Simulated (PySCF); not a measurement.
## Radial density of Tm⁺ (thulium, charge +1)

B2PLYP, [Xe] 4f12 6s1 6p1, one real determinant (an excited configuration). Calculation: PySCF 2.14, in cc-pVTZ-X2C; the spin-free X2C one-electron Hamiltonian (Gaussian nucleus).

| r (bohr) | 4πr²ρ (e/bohr) | 4πr²(ρα − ρβ) |
| --- | --- | --- |
| 0.0169 | 91.13 | 0.0034 |
| 0.0284 | 82.44 | 0.0057 |
| 0.0479 | 114.5 | 0.0147 |
| 0.0805 | 112.1 | 0.0092 |
| 0.135 | 101.0 | 0.1398 |
| 0.228 | 88.31 | 0.8721 |
| 0.383 | 56.41 | 2.6120 |
| 0.644 | 43.41 | 2.4998 |
| 1.08 | 14.73 | 1.0076 |
| 1.82 | 4.103 | 0.1421 |
| 3.07 | 0.8153 | 0.6643 |
| 5.16 | 0.2735 | 0.2731 |
| 8.67 | 0.006368 | 0.0064 |

Densities and radii are taken from the X2C orbitals without a picture-change correction, which distorts them close to the nucleus.

⟨L²⟩ = 26.10 against 42 for a pure I term, so this real determinant mixes terms. Spin-orbit coupling, absent here, splits the open shell strongly.
